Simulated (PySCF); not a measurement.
Trend along group 15: MB molecules

CCSD(T) with double-zeta basis sets in PySCF, for the lowest determinant that a PBE0 search found; no spin–orbit coupling. De refers to high-spin ground-configuration atoms.

| M | basis | reference, frozen orbitals | state (unpaired electrons) | Re (Å) | ωe (cm⁻¹) | De (eV) |
| --- | --- | --- | --- | --- | --- | --- |
| N | x2c-SVPall | ROHF, 2 | triplet (σ ↑, π ↑) | 1.335 | 1532 | 4.10 |
| P | x2c-SVPall | ROHF, 6 | triplet (σ ↑, π ↑) | 1.761 | 958 | 2.91 |
| Sb | x2c-SVPall | ROHF, 19 | triplet (σ ↑, π ↑) | 2.079 | 670 | 1.92 |

(1) The row for M = As is missing. Estimate Re, ωe and De as the mean of the rows for P and Sb, and compare with the calculation.

Correlated steps freeze the inner cores (2 to 19 orbitals); shallow outer-core shells are correlated. Correlated levels converge slowly with the basis: in double zeta they bind strong bonds too weakly, by up to about 1 eV, and carry superposition errors of some tenths. These are scalar-relativistic numbers at best; spin–orbit coupling would shift them, the dissociation energy most. States were picked by a PBE0 search and need not be the measured ground states.

Results:

(1) The means are 1.920 Å, 814 cm⁻¹ and 2.42 eV. ROHF-CCSD(T) in x2c-SVPall gives BAs as a triplet (σ ↑, π ↑) with Re = 1.864 Å, ωe = 799 cm⁻¹, De = 2.47 eV, so the estimate is off by +5.6 pm, +2 % and -0.06 eV.
